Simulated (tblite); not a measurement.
Compound: C6H11ClOSi.
Geometry (GFN2-xTB, Å), atoms numbered from 1 in this order:
```
atom  x, y, z in Å
C1     3.030   -0.436   -0.540
O2     1.903   -0.899    0.157
C3     0.676   -0.341   -0.279
C4     0.442    1.061    0.192
C5    -0.731    1.662    0.049
C6    -1.908    0.974   -0.575
C7    -2.269   -0.313    0.191
Si8   -0.752   -1.459    0.362
Cl9   -0.433   -1.965    2.277
H10    3.890   -0.955   -0.119
H11    3.169    0.645   -0.428
H12    2.953   -0.669   -1.611
H13    0.649   -0.349   -1.383
H14    1.266    1.550    0.691
H15   -0.873    2.671    0.406
H16   -2.769    1.644   -0.591
H17   -1.671    0.711   -1.610
H18   -2.644   -0.036    1.177
H19   -3.089   -0.813   -0.324
H20   -0.844   -2.671   -0.454
```

Level: GFN2-xTB in tblite, geometry and Hessian alike; calculated harmonic values, unscaled, isolated species. Against measured fundamentals such values can be off by several per cent, at times by over 20. Modes of hydrogen on silicon can be 10 to 20 % off. One conformer, not necessarily the lowest.

Harmonic wavenumbers (cm⁻¹): 45.8, 80.1, 107.4, 134.6, 167.3, 211.4, 241.6, 277.5, 343.3, 354.1, 401.6, 504.3, 524.0, 600.6, 632.9, 635.7, 695.7, 719.2, 788.2, 799.7, 896.4, 946.0, 958.2, 999.4, 1038.0, 1084.1, 1104.1, 1130.5, 1134.9, 1136.7, 1177.5, 1188.9, 1221.8, 1280.1, 1290.8, 1317.7, 1350.1, 1407.1, 1471.7, 1472.8, 1490.6, 1492.0, 1698.5, 2241.2, 2782.9, 2888.9, 2924.3, 2940.0, 2981.3, 2986.4, 3000.0, 3022.9, 3066.5, 3082.2.

A = 1266, B = 1126, C = 701.3 MHz; mass 162.027 u (most abundant isotopes); point group C1, symmetry number 1.

What is the zero-point energy?

Half the sum of the wavenumbers: 34235 cm⁻¹ = 97.88 kcal/mol.

Entropy at 350 K, 1 bar (ideal gas, RRHO, classical rotation)?

Translation 41.98, rotation 30.63, vibration 36.60: S = 109.2 cal/(mol K).

And Cp and H(350 K) − H(0)?

Cp = 46.63 cal/(mol K), of which vibrations give 38.68 (their classical limit is 54 R = 107.3); H(350 K) − H(0) = 9.57 kcal/mol without the zero-point energy, 6.79 from vibrations.

How do the functions run with temperature in this model?

| T (K) | S (cal/(mol K)) | Cp (cal/(mol K)) | H − H(0) (kcal/mol) | G − H(0) (kcal/mol) | ln q(vib) |
| --- | --- | --- | --- | --- | --- |
| 150 | 80.3 | 24.9 | 2.43 | -9.61 | 3.08 |
| 250 | 95.5 | 35.6 | 5.45 | -18.41 | 5.87 |
| 298.15 | 102.2 | 41.0 | 7.30 | -23.17 | 7.21 |
| 400 | 115.8 | 51.8 | 12.03 | -34.28 | 10.05 |
| 600 | 140.1 | 68.3 | 24.14 | -59.92 | 15.56 |
| 900 | 171.0 | 83.9 | 47.18 | -106.74 | 23.37 |

q(vib) and H(0) count from the zero-point level.

What must be added to the electronic energy to get the Gibbs energy at 350 K and 1 bar?

ZPE + [H(350 K) − H(0)] − T·S = 97.88 + 9.57 − 38.22 = 69.23 kcal/mol.

Blend soft modes into free rotors: weight 1/[1 + (100 cm⁻¹/ν̃)⁴] for the oscillator and the rest for a rotor with moment μB/(μ + B), μ = h/(8π²ν), B = 10⁻⁴⁴ kg m². What vibrational entropy results?

34.04 cal/(mol K) in place of 36.60, which changes −T·S at 350 K by +0.90 kcal/mol.

Which modes carry the vibrational entropy at 350 K?

45.8 cm⁻¹: 5.31; 80.1 cm⁻¹: 4.20; 107.4 cm⁻¹: 3.63; 134.6 cm⁻¹: 3.19; 167.3 cm⁻¹: 2.77; 211.4 cm⁻¹: 2.33 cal/(mol K); the other 48 give 15.17 together.

Hindered rotation and anharmonicity are outside this model. Other conformers, if any are populated, would add a mixing term that is left out. The structure is chiral; the term R ln 2 for an equal mix with its mirror image is left out.
